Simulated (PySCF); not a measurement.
# Vertical excitation energies

C₆H₉NSi.
InChI=1S/C6H9NSi/c8-5-6-2-1-3-7-4-6/h1-4H,5H2,8H3

The calculation used TDDFT CAM-B3LYP/def2-SVPD, vertical, gas phase, core orbitals frozen in the response in PySCF. One conformer (not necessarily the lowest) at the PBE0-D3(BJ)/def2-SVP geometry, without solvent, vibrations or thermal averaging. Torsions of this conformer, `[SiH3:1][CH2:2][c:3]1[cH:4][cH:5][cH:6][n:7][cH:8]1`: Si1–C2–C3–C4 -85°.

Task: Predict the UV-vis stick spectrum at this level.

Result: 

| state | E (eV) | ν̃ (cm⁻¹) | f | \|μ\| (D) | main configurations (H = HOMO, L = LUMO) |
| --- | --- | --- | --- | --- | --- |
| S1 | 5.00 | 40310 | 0.0049 | 0.51 | H-1→L (95%) |
| S2 | 5.33 | 43000 | 0.060 | 1.72 | H→L (78%), H-2→L+1 (15%) |
| S3 | 5.43 | 43760 | 0.0006 | 0.18 | H-1→L+1 (95%) |
| S4 | 6.06 | 48900 | 0.157 | 2.61 | H→L+1 (75%), H-2→L (18%) |
| S5 | 6.83 | 55100 | 0.010 | 0.63 | H→L+2 (86%) |
| S6 | 7.10 | 57230 | 0.424 | 3.97 | H-2→L (74%), H→L+1 (18%) |
| S7 | 7.17 | 57810 | 0.488 | 4.24 | H-2→L+1 (76%), H→L (14%) |
| S8 | 7.41 | 59770 | 0.0086 | 0.55 | H-1→L+2 (60%), H-1→L+4 (14%), H-1→L+5 (10%) |
| S9 | 7.47 | 60270 | 0.0085 | 0.55 | H→L+4 (76%) |
| S10 | 7.63 | 61530 | 0.0080 | 0.53 | H→L+3 (49%), H→L+5 (19%), H→L+7 (9%) |

Triplets (Tamm–Dancoff): T1 4.11 eV, H→L+1 (61%), H-2→L (18%), H→L (9%); T2 4.29 eV, H-1→L (90%); T3 4.35 eV, H→L (84%); T4 4.92 eV, H-2→L (73%), H→L+1 (23%).

The lowest singlet lies at 5.00 eV (248 nm, ultraviolet) and is very weak; its leading configuration is HOMO-1→LUMO (95%). The most intense listed level is S7 at 7.17 eV (173 nm, f = 0.488), 2.17 eV above S1. Löwdin shares by element: HOMO carbon 65% or more (atoms not listed hold the other 35%); LUMO carbon 46% or more, nitrogen 21% (atoms not listed hold the other 33%). Of the 10 states listed, 5 reach f = 0.01 and none stays under 0.0005. The oscillator strengths of these states sum to 1.170; summed over the whole spectrum of an exact calculation they would give the number of electrons, 66 (Thomas–Reiche–Kuhn). Orbital energies (eV): HOMO-3 -11.03, HOMO-2 -9.47, HOMO-1 -8.80, HOMO -8.40, LUMO 0.20, LUMO+1 0.54, LUMO+2 1.04. The vertical ionisation energy (ΔSCF) is 9.04 eV, 1.41 eV above S10. Singlets were solved by full linear response, triplets in the Tamm–Dancoff approximation.
